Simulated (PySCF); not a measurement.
Ranking problems on computed properties.

All species are isolated and taken at one optimised geometry, non-relativistic unless stated. Electronic properties by PySCF.

The conformers computed, where there is a choice (atom-mapped SMILES and torsion angles):
- `[CH3:1][P:2]([CH3:3])[c:4]1[cH:5][cH:6][c:7]([F:8])[cH:9][cH:10]1`: C1–P2–C4–C5 -130°
- `[CH2:1]=[C:2]([Cl:3])[CH2:4][O:5][SiH2:6][SiH:7]([CH3:8])[CH3:9]`: C1–C2–C4–O5 1°, C2–C4–O5–Si6 -176°, C4–O5–Si6–Si7 180°, O5–Si6–Si7–C8 -63°
- `[CH3:1][CH2:2][CH2:3][P@:4](=[O:5])([O-:6])[CH2:7][C:8]([F:9])([F:10])[F:11]`: C1–C2–C3–P4 -178°, C2–C3–P4–O5 70°, C3–P4–C7–C8 -48°, P4–C7–C8–F9 -163°
- `[CH3:1][P@:2](=[O:3])([O-:4])[c:5]1[cH:6][cH:7][n:8][cH:9][cH:10]1`: C1–P2–C5–C6 -91°

The conformers of `[SiH3]O[SiH2][C@@H]1CC[C@@H](Cl)C1`, `O=C[C@@H]1CS[SiH2]S1`, `C#CCP1CCC(F)=C1C`, `C[C@@H]1CC[Si@](Cl)(O[SiH3])C1` and `CS[C@@H]1[SiH2]O[SiH2]C1=O` aren't listed.

Question: Rank by HOMO energy, highest first (PBE0/pcSseg-1 at GFN2-xTB geometries).
A. `CP(C)C1=CC=C(F)C=C1`
B. `[SiH3]O[SiH2][C@@H]1CC[C@@H](Cl)C1`
C. `N#CC(F)(F)F`
D. `Cl[Si](Cl)(Cl)Cl`
E. `C=C(Cl)CO[SiH2][SiH](C)C`
F. `C#CCP1CCC(F)=C1C`
G. `O=C[C@@H]1CS[SiH2]S1`
H. `C[C@@H]1CC[Si@](Cl)(O[SiH3])C1`

Answer: F (-6.45 eV), A (-6.78 eV), G (-7.05 eV), E (-7.39 eV), H (-7.73 eV), B (-7.99 eV), D (-9.74 eV), C (-11.35 eV).

Question: Rank by dipole moment, lowest first (PBE0/pcSseg-1 at GFN2-xTB geometries).
A. `C=C(Cl)CO[SiH2][SiH](C)C`
B. `N#CC(F)(F)F`
C. `Cl[Si](Cl)(Cl)Cl`
D. `CP(C)c1ccc(F)cc1`

Answer: C (0.00 D), B (1.15 D), D (1.54 D), A (1.77 D).

Question: Rank by HOMO–LUMO gap, highest first (PBE0/pcSseg-1 at GFN2-xTB geometries).
A. `C[C@@H]1CC[Si@](Cl)(O[SiH3])C1`
B. `Cl[Si](Cl)(Cl)Cl`
C. `CS[C@@H]1[SiH2]O[SiH2]C1=O`
D. `O=C[C@@H]1CS[SiH2]S1`
E. `FC(F)(F)C#N`
F. `[SiH3]O[SiH2][C@@H]1CC[C@@H](Cl)C1`

Answer: E (10.47 eV), B (9.19 eV), F (8.06 eV), A (7.94 eV), D (5.87 eV), C (5.30 eV).

Question: Rank by smallest rotational constant, lowest first (GFN2-xTB).
A. `CCC[P@](=O)([O-])CC(F)(F)F`
B. `C[P@](=O)([O-])c1ccncc1`
C. `Cl[Si](Cl)(Cl)Cl`
D. `C=C(Cl)CO[SiH2][SiH](C)C`
E. `CP(C)c1ccc(F)cc1`

Answer: D (0.315 GHz), A (0.508 GHz), E (0.563 GHz), B (0.711 GHz), C (1.336 GHz).
